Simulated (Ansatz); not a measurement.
# ClFOSi2: where a starting geometry ends

The starting geometry of this gas-phase singlet was optimised with GFN2-xTB.

```csv
atom,x (Å),y (Å),z (Å)
Cl,-3.1866,2.3104,0.3862
F,-1.2941,0.2743,0.8631
O,-0.3211,2.0215,4.4817
Si,-0.6698,2.2189,3.0302
Si,-2.2618,1.1779,1.8198
```

**Question.** Predict what becomes of its bonds when it is optimised with B3LYP-D3(BJ)/def2-SVP.

**Answer.** It loosens into ClFSi + OSi, which stay close as a complex. Contacts that open: Si4–Si5 (2.25 → 3.07 Å).

The energy falls by 0.61 eV over 27 steps:

```csv
step,E − E(last) (eV)
1,0.608
4,0.015
7,0.005
10,0.004
13,0.002
15,0.001
18,0.001
21,0.000
24,0.000
27,0.000
```

Final geometry (Å):

| atom | x (Å) | y (Å) | z (Å) |
| --- | --- | --- | --- |
| Cl | -3.0536 | 2.4906 | 0.8087 |
| F | -1.5395 | 0.0678 | 0.2744 |
| O | -0.6089 | 2.6104 | 4.6646 |
| Si | -0.2167 | 2.1595 | 3.2580 |
| Si | -2.3148 | 0.6747 | 1.5753 |

No frequencies were run, so the end isn't proven a minimum. Run with Ansatz 0.2.0, 2.8 min on 1 thread of AMD EPYC (Zen 3), with other jobs on the host.
